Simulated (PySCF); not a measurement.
# How the method changes the constants of NaSn

State: ⁴Σ⁻ (quartet), unpaired electrons σ ↑, π ↑↑. Set-up: Na cc-pVDZ, Sn cc-pVDZ-PP with ECP28; scalar-relativistic core potentials (PySCF 2.14). De refers to Na + Sn in their high-spin ground configurations, without counterpoise correction. The functionals are run spin-unrestricted. A positive dipole means Na(−)Sn(+).

```json
{"Level": "UHF", "Re (Å)": "2.969", "ωe (cm⁻¹)": "181", "De (eV)": "0.79", "μ (D)": "-8.07"}
{"Level": "UHF-MP2", "Re (Å)": "2.955", "ωe (cm⁻¹)": "190", "De (eV)": "1.18", "μ (D)": "n/a"}
{"Level": "UHF-SCS-MP2", "Re (Å)": "2.958", "ωe (cm⁻¹)": "188", "De (eV)": "1.05", "μ (D)": "n/a"}
{"Level": "UHF-CCSD", "Re (Å)": "2.961", "ωe (cm⁻¹)": "187", "De (eV)": "1.14", "μ (D)": "n/a"}
{"Level": "UHF-CCSD(T)", "Re (Å)": "2.962", "ωe (cm⁻¹)": "187", "De (eV)": "1.16", "μ (D)": "n/a"}
{"Level": "PBE", "Re (Å)": "2.945", "ωe (cm⁻¹)": "174", "De (eV)": "1.18", "μ (D)": "-6.10"}
{"Level": "r²SCAN", "Re (Å)": "2.922", "ωe (cm⁻¹)": "183", "De (eV)": "1.34", "μ (D)": "-7.01"}
{"Level": "B3LYP", "Re (Å)": "2.940", "ωe (cm⁻¹)": "174", "De (eV)": "1.01", "μ (D)": "-6.24"}
{"Level": "PBE0", "Re (Å)": "2.924", "ωe (cm⁻¹)": "182", "De (eV)": "1.18", "μ (D)": "-6.80"}
{"Level": "r²SCAN0", "Re (Å)": "2.910", "ωe (cm⁻¹)": "187", "De (eV)": "1.31", "μ (D)": "-7.33"}
{"Level": "B97-3", "Re (Å)": "2.929", "ωe (cm⁻¹)": "184", "De (eV)": "1.08", "μ (D)": "-7.20"}
{"Level": "LC-ωPBE", "Re (Å)": "2.890", "ωe (cm⁻¹)": "194", "De (eV)": "1.17", "μ (D)": "-7.83"}
```

(1) Which functional lies closest to UHF-CCSD(T) in De, which farthest, and by how much do they differ from it?

(2) What does a quarter of exact exchange do here, going from PBE to PBE0?

(3) What does a quarter of exact exchange do here, going from r²SCAN to r²SCAN0?

Correlated steps freeze 5 core orbitals. Correlated levels converge slowly with the basis: in double zeta they bind strong bonds too weakly, by up to about 1 eV, and carry superposition errors of some tenths. These are scalar-relativistic numbers at best; spin–orbit coupling would shift them, the dissociation energy most. The state is the lowest determinant that a PBE0 search found; another state may lie lower at other levels.

Results:

(1) Closest is LC-ωPBE (-7.2 pm in Re, +3.7 % in ωe, +0.01 eV in De against UHF-CCSD(T) in the same basis), farthest r²SCAN (-4.0 pm in Re, -2.1 % in ωe, +0.18 eV in De). CCSD(T) converges more slowly with the basis than the functionals do and binds too weakly in this one, so the order can change at the basis-set limit.

(2) PBE0 less PBE: -2.1 pm in Re, +4.6 % in ωe, +0.00 eV in De. Exact exchange removes part of the self-interaction that spreads semilocal densities, and in most molecules shortens and stiffens the bond and lowers De; so it does here.

(3) r²SCAN0 less r²SCAN: -1.2 pm in Re, +2.2 % in ωe, -0.03 eV in De. Exact exchange removes part of the self-interaction that spreads semilocal densities, and in most molecules shortens and stiffens the bond and lowers De; so it does here.
